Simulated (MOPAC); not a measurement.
MOPAC input (AM1):

```
AM1 FORCE THERMO(298,298) PRECISE LET CHARGE=1 GEO-OK AUX(PRECISION=9) THREADS=1
CaF

Ca    0.00000000 1    0.00000000 1   -0.60737237 1
F     0.00000000 1   -0.00000000 1    1.32110332 1
```

Which zero-point energy does it print?

1.05 kcal/mol, from the harmonic wavenumbers of AM1.
